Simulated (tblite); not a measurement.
Species: C3H13F2NSi3.
Atom-mapped SMILES: `[CH3:1][C@H:2]([CH2:3][SiH:4]([F:5])[F:6])[N:7]([SiH3:8])[SiH3:9]` (hydrogens: H10, H11, H12 on C1; H13 on C2; H14, H15 on C3; H16 on Si4; H17, H18, H19 on Si8; H20, H21, H22 on Si9)

Computed with GFN2-xTB (tblite), gas phase: L-BFGS steps from a force-field or distance-geometry start until the largest atomic force falls under 0.01 eV/Å.

Step 8: E = -838.3399 eV
```
atom  x, y, z in Å  |  force x, y, z in eV/Å
C1      0.1448   -1.8872   -0.5010    0.214  -0.187   0.162
C2     -0.3172   -0.6263    0.2361   -0.020  -0.088  -0.074
C3     -1.5733   -0.1403   -0.4820   -0.079   0.451   0.006
Si4    -2.3769    1.3854    0.2679   -0.183   0.325   0.233
F5     -2.8740    2.3964   -0.8803    0.190  -0.053   0.062
F6     -3.8251    0.9746    0.8400    0.125  -0.018   0.092
N7      0.7703    0.3464    0.3463    0.067  -0.156  -0.053
Si8     1.4455    0.9787   -1.1335   -0.009  -0.049  -0.046
Si9     1.9343   -0.0521    1.5955    0.048   0.073   0.035
H10     1.1986   -2.0447   -0.3116    0.165  -0.083  -0.053
H11     0.0069   -1.7690   -1.5760   -0.009  -0.036   0.122
H12    -0.3638   -2.7851   -0.1648   -0.275   0.040  -0.015
H13    -0.6382   -0.8426    1.2598    0.220  -0.316   0.109
H14    -1.3241    0.0778   -1.5150    0.026  -0.042  -0.241
H15    -2.2827   -0.9713   -0.4877    0.010   0.020   0.006
H16    -1.6770    2.1438    1.2950   -0.177  -0.126  -0.230
H17     0.3938    1.5566   -1.9660   -0.027   0.064   0.049
H18     2.0780   -0.1282   -1.8687    0.085   0.144  -0.130
H19     2.4408    1.9687   -0.7293   -0.103  -0.006  -0.068
H20     3.0899    0.8377    1.4468   -0.230  -0.003   0.098
H21     2.4420   -1.4194    1.4123    0.043  -0.031   0.107
H22     1.2969    0.0191    2.9157   -0.081   0.077  -0.172
```

Step 9: E = -838.3665 eV
```
atom  x, y, z in Å  |  force x, y, z in eV/Å
C1      0.1509   -1.9056   -0.5041    0.080  -0.047   0.212
C2     -0.3109   -0.6411    0.2305   -0.078   0.163  -0.089
C3     -1.5702   -0.1346   -0.4854   -0.016   0.339   0.121
Si4    -2.3772    1.3954    0.2821   -0.052   0.135   0.094
F5     -2.8731    2.3967   -0.8751    0.193  -0.033   0.066
F6     -3.8300    0.9806    0.8392    0.149  -0.017   0.116
N7      0.7769    0.3337    0.3356    0.078  -0.138  -0.063
Si8     1.4512    0.9824   -1.1388   -0.060  -0.074  -0.028
Si9     1.9302   -0.0456    1.5964    0.066  -0.043   0.069
H10     1.2039   -2.0665   -0.3101    0.108  -0.099  -0.051
H11     0.0098   -1.7899   -1.5773    0.025  -0.002   0.064
H12    -0.3779   -2.7903   -0.1693   -0.218  -0.036   0.019
H13    -0.6256   -0.8471    1.2627    0.206  -0.330  -0.047
H14    -1.3254    0.0890   -1.5237   -0.014  -0.093  -0.046
H15    -2.2767   -0.9722   -0.4829    0.015   0.136  -0.047
H16    -1.6785    2.1669    1.3038   -0.209  -0.177  -0.257
H17     0.3832    1.5548   -1.9561    0.009   0.074   0.043
H18     2.0844   -0.1163   -1.8865    0.085   0.151  -0.115
H19     2.4410    1.9779   -0.7278   -0.127  -0.035  -0.082
H20     3.0813    0.8474    1.4470   -0.212   0.010   0.107
H21     2.4437   -1.4164    1.4267    0.032   0.022   0.109
H22     1.2786    0.0200    2.9121   -0.059   0.094  -0.195
```

Step 10: E = -838.3895 eV
```
atom  x, y, z in Å  |  force x, y, z in eV/Å
C1      0.1567   -1.9215   -0.5033   -0.073   0.070   0.165
C2     -0.3070   -0.6509    0.2253   -0.054   0.270  -0.060
C3     -1.5682   -0.1244   -0.4869    0.065   0.128   0.161
Si4    -2.3791    1.4060    0.2950    0.065  -0.091  -0.074
F5     -2.8685    2.3971   -0.8703    0.158   0.027   0.024
F6     -3.8319    0.9846    0.8417    0.118  -0.021   0.143
N7      0.7840    0.3205    0.3259    0.091  -0.090  -0.050
Si8     1.4544    0.9838   -1.1437   -0.091  -0.075  -0.017
Si9     1.9276   -0.0414    1.5978    0.039  -0.141   0.052
H10     1.2111   -2.0860   -0.3097   -0.003  -0.106  -0.027
H11     0.0127   -1.8070   -1.5760    0.060   0.014   0.033
H12    -0.3940   -2.7947   -0.1726   -0.122  -0.060   0.046
H13    -0.6110   -0.8579    1.2642    0.161  -0.287  -0.170
H14    -1.3267    0.0963   -1.5320   -0.047  -0.101   0.140
H15    -2.2709   -0.9691   -0.4797    0.009   0.237  -0.073
H16    -1.6829    2.1827    1.3071   -0.171  -0.142  -0.179
H17     0.3749    1.5551   -1.9473    0.028   0.078   0.034
H18     2.0915   -0.1036   -1.9035    0.084   0.140  -0.111
H19     2.4385    1.9847   -0.7285   -0.134  -0.050  -0.084
H20     3.0701    0.8558    1.4495   -0.153   0.050   0.105
H21     2.4458   -1.4137    1.4407    0.032   0.046   0.109
H22     1.2624    0.0228    2.9055   -0.061   0.104  -0.168
```

Task: Estimate the geometry and energy of step 11. (The exact step hangs on the optimiser's Hessian estimate; all steps are aligned on step 10, rigid shifts and turns removed.)

Result: E = -838.4107 eV, largest force 0.360 eV/Å
```
atom  x, y, z in Å  |  force x, y, z in eV/Å
C1      0.1601   -1.9350   -0.5002   -0.179   0.130   0.055
C2     -0.3035   -0.6555    0.2196    0.020   0.211  -0.003
C3     -1.5658   -0.1127   -0.4855    0.141  -0.092   0.130
Si4    -2.3795    1.4140    0.3055    0.114  -0.263  -0.217
F5     -2.8611    2.3977   -0.8651    0.111   0.093  -0.041
F6     -3.8307    0.9881    0.8465    0.070  -0.033   0.164
N7      0.7930    0.3070    0.3162    0.093  -0.027  -0.021
Si8     1.4558    0.9838   -1.1487   -0.092  -0.055  -0.021
Si9     1.9258   -0.0400    1.5999   -0.003  -0.183   0.006
H10     1.2170   -2.1063   -0.3097   -0.141  -0.093   0.011
H11     0.0168   -1.8228   -1.5738    0.079   0.023   0.018
H12    -0.4109   -2.7997   -0.1747   -0.018  -0.026   0.064
H13    -0.5944   -0.8731    1.2618    0.095  -0.203  -0.218
H14    -1.3289    0.1011   -1.5363   -0.055  -0.072   0.253
H15    -2.2654   -0.9615   -0.4782   -0.022   0.276  -0.065
H16    -1.6907    2.1947    1.3064   -0.083  -0.060  -0.041
H17     0.3675    1.5568   -1.9384    0.030   0.080   0.018
H18     2.0998   -0.0889   -1.9215    0.080   0.118  -0.110
H19     2.4334    1.9899   -0.7307   -0.126  -0.052  -0.078
H20     3.0566    0.8646    1.4538   -0.079   0.095   0.099
H21     2.4485   -1.4105    1.4560    0.047   0.025   0.103
H22     1.2460    0.0275    2.8962   -0.082   0.107  -0.107
```

The energy changes by -0.0212 eV. The first-order estimate −F·Δx gives -0.0289 eV and the mean of the old and new forces, exact on a quadratic surface, -0.0212 eV. The step makes an angle of 62° with the force vector and moves no atom by more than 0.025 Å.

The cost below is that of the whole relaxation. Time: 2.3 s of wall time. Hardware: an Arm Neoverse V1 with one thread, shared host.
